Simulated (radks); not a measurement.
Valence configurations of the neodymium ion Nd3+ (all share [Xe]). Calculated with a radial shooting solver on a logarithmic mesh with Libxc functionals: Dirac Kohn-Sham, PBE, spin-unpolarised, spherical densities, point nucleus; open shells fill j = l - 1/2 first. Energies are relative to 4f3; eigenvalues in eV.

valence          E (eV)  e(4f5/2)  e(5d3/2)  e(6p1/2)  e(6s1/2)
4f3               0.000   -30.929         -         -         -
4f2.5 6s0.5       5.656   -35.728         -         -   -22.543
4f2 5d1           9.028   -37.686   -26.115         -         -
4f2 6s1          13.245   -40.844         -         -   -23.628
4f2 6p1          17.875   -41.704         -   -19.478         -
4f1.5 6s1 6p0.5  25.330   -46.666         -   -20.122   -24.946
4f1 5d1 6s1      28.688   -48.484   -30.113         -   -24.392
4f1 5d1 6p1      33.507   -49.331   -30.780   -20.030         -
4f1 6s2          34.816   -51.893         -         -   -25.780
4f1 6p2          44.869   -53.550         -   -21.592         -

NIST lists [Xe] 4f3 as the ground configuration; this level of theory agrees among the configurations tried. The energies are those of spherical spin-averaged densities, not of single terms.
